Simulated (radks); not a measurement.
Trend from La to Lu: ionisation energy by Delta-SCF between NIST ground configurations, and size. Method: scalar-relativistic Kohn-Sham, BLYP, spin-polarised, spherical densities, finite nucleus; open shells are filled with parallel spins first (spin-orbit coupling, left out, can overturn this in heavy ions); Fermi nuclear charge, rms radius of each element as measured or else 0.836 A^(1/3) + 0.57 fm; computed with a radial shooting solver on a logarithmic mesh with Libxc functionals.

species      configuration  configuration of the ion  IE (eV)  NIST (eV)       kind  -e(HOMO) (eV)
La            [Xe] 5d1 6s2                  [Xe] 5d2    5.760      5.577       exp.     3.067 (5d)
Ce        [Xe] 4f1 5d1 6s2              [Xe] 4f1 5d2    5.901      5.539       exp.     3.089 (5d)
Pr            [Xe] 4f3 6s2              [Xe] 4f3 6s1    5.429      5.470  semi-emp.     1.586 (4f)
Nd            [Xe] 4f4 6s2              [Xe] 4f4 6s1    5.485      5.525       exp.     2.284 (4f)
Pm            [Xe] 4f5 6s2              [Xe] 4f5 6s1    5.540      5.582       exp.     2.875 (4f)
Sm            [Xe] 4f6 6s2              [Xe] 4f6 6s1    5.594      5.644       exp.     3.313 (6s)
Eu            [Xe] 4f7 6s2              [Xe] 4f7 6s1    5.648      5.670       exp.     3.342 (6s)
Gd        [Xe] 4f7 5d1 6s2          [Xe] 4f7 5d1 6s1    6.082      6.150       exp.     2.736 (5d)
Tb            [Xe] 4f9 6s2              [Xe] 4f9 6s1    5.892      5.864       exp.     0.703 (4f)
Dy           [Xe] 4f10 6s2             [Xe] 4f10 6s1    5.994      5.939       exp.     1.247 (4f)
Ho           [Xe] 4f11 6s2             [Xe] 4f11 6s1    6.090      6.022       exp.     1.719 (4f)
Er           [Xe] 4f12 6s2             [Xe] 4f12 6s1    6.184      6.108       exp.     2.130 (4f)
Tm           [Xe] 4f13 6s2             [Xe] 4f13 6s1    6.277      6.184       exp.     2.489 (4f)
Yb           [Xe] 4f14 6s2             [Xe] 4f14 6s1    6.369      6.254       exp.     2.804 (4f)
Lu       [Xe] 4f14 5d1 6s2             [Xe] 4f14 6s2    5.247      5.426       exp.     1.776 (5d)

Reference values: NIST Atomic Spectra Database (exp. = measured, semi-emp. = semi-empirical, theory = theoretical value adopted there). Open shells are spherical and high-spin; term and fine-structure splittings are not resolved. Spin-orbit splitting is averaged out at the scalar-relativistic level.
